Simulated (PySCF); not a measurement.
Caution: the restricted solution is unstable towards spin-unrestricted or complex orbitals, so a lower solution exists and this singlet may not be the ground state.

B3LYP has the VWN-RPA correlation part, as in Gaussian. Delta-SCF ions had no search for a lower state. 

s-indacene `C1=Cc2cc3c(cc2=C1)C=CC=3` (charge 0, multiplicity 1)

All values below come from B3LYP-D3(BJ)/def2-SVP // PBE-D3(BJ)/def2-SVP run with PySCF.

The HOMO is -5.37 eV and the dipole moment comes out as 0.000 e·Å. The LUMO is -3.33 eV, the HOMO–LUMO gap comes out as 2.04 eV and the vertical ionisation energy (Delta-SCF) is 7.12 eV. The total energy is -461.7415 Ha and the cost is very roughly 13 core-minutes.

```xyz
20

C      3.3986     0.1499    -0.1102
C      2.6244    -1.0326    -0.0855
C      1.2387    -0.6722    -0.0397
C      0.0643    -1.4455    -0.0006
C     -1.1745    -0.7786     0.0389
C     -1.2387     0.6722     0.0399
C     -0.0643     1.4455     0.0015
C      1.1745     0.7786    -0.0387
C      2.5219     1.2598    -0.0832
C     -2.6244     1.0326     0.0844
C     -3.3986    -0.1499     0.1110
C     -2.5219    -1.2598     0.0822
H      4.4940     0.1989    -0.1454
H      3.0141    -2.0600    -0.0976
H      0.1126    -2.5468    -0.0021
H     -0.1126     2.5468     0.0023
H      2.8196     2.3176    -0.0934
H     -3.0141     2.0600     0.0966
H     -4.4939    -0.1989     0.1471
H     -2.8196    -2.3176     0.0925
```
